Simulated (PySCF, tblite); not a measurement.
C6H4S.
SMILES: `C=CC#CC=C=S`

Theory: PBE0/def2-SVPD in PySCF (dipole) on a GFN2-xTB geometry, gas phase.

Take the most abundant isotopes and a rigid rotor. 

Task: What are A, B and C (MHz)?

Result: Ia = 38.01, Ib = 751.89, Ic = 789.90 u·Å²; 505379 MHz·u·Å²/I gives A = 13297, B = 672.1, C = 639.8 MHz.

Task: What kind of rotor is it?

Result: A near-prolate asymmetric top: κ = (2 × 672.1 − 13297 − 639.8)/(13297 − 639.8) = -0.99.

Task: What does the inertial defect say?

Result: Planar: Δ = Ic − Ia − Ib = 0.00 u·Å². For a rigid frame Δ = −2 Σ m c², so it vanishes when all atoms lie in the ab plane; here none is more than 0.01 Å from it.

Task: Give the coordinates in the principal-axis frame, origin at the centre of mass.

Result: The sense of each axis is arbitrary; atoms in the order of the calculation.
```csv
atom,mass (u),a (Å),b (Å),c (Å)
C1,12.000,-4.156,-0.009,-0.001
C2,12.000,-3.006,-0.679,0.000
C3,12.000,-1.742,-0.070,0.001
C4,12.000,-0.647,0.445,0.000
C5,12.000,0.620,1.046,0.000
C6,12.000,1.737,0.363,0.000
S7,31.972,3.066,-0.440,0.000
H8,1.008,-5.102,-0.521,-0.002
H9,1.008,-4.184,1.068,0.000
H10,1.008,-2.992,-1.763,0.001
H11,1.008,0.659,2.129,0.001
```

Task: Which types of transition are allowed, and where do some lines up to J = 3 fall?

Result: The dipole components are |μa| = 0.28 D, |μb| = 0.43 D, |μc| = 0.00 D; the mirror of this Cs structure is the ab plane, so μc vanishes by symmetry and there are no c-type lines. The squared components, which scale the intensities, stand as 0.41 : 1.00 (a : b). Some lines, for components of 0.1 D or more:

| type | branch | J(Ka,Kc) | MHz | lower level (cm⁻¹) |
| --- | --- | --- | --- | --- |
| a | R | 1(0,1) ← 0(0,0) | 1312 | 0.000 |
| a | R | 2(1,2) ← 1(1,1) | 2592 | 0.465 |
| a | R | 2(1,1) ← 1(1,0) | 2656 | 0.466 |
| a | R | 3(1,3) ← 2(1,2) | 3887 | 0.551 |
| a | R | 3(0,3) ← 2(0,2) | 3936 | 0.131 |
| a | R | 3(2,2) ← 2(2,1) | 3936 | 1.818 |
| b | R | 3(1,3) ← 2(0,2) | 16479 | 0.131 |
| b | Q | 2(2,1) ← 2(1,2) | 37970 | 0.551 |
| b | Q | 3(2,2) ← 3(1,3) | 38019 | 0.681 |
| b | R | 3(2,2) ← 2(1,1) | 41809 | 0.555 |
| b | R | 3(2,1) ← 2(1,2) | 41906 | 0.551 |
| b | Q | 3(3,1) ← 3(2,2) | 63203 | 1.949 |
| b | R | 3(3,1) ← 2(2,0) | 67139 | 1.818 |

Task: Estimate the classical rotational partition function at 25 K, 50 K and 500 K.

Result: Point group Cs, symmetry number σ = 1; q = (√π/σ)·√((kT/h)³/(ABC)), k/h = 20836.6 MHz/K: 8810 at 25 K, 24900 at 50 K, 788000 at 500 K.

Its GFN2-xTB frequencies are all real (lowest 44 cm⁻¹). Zero-point vibration and centrifugal distortion are left out.
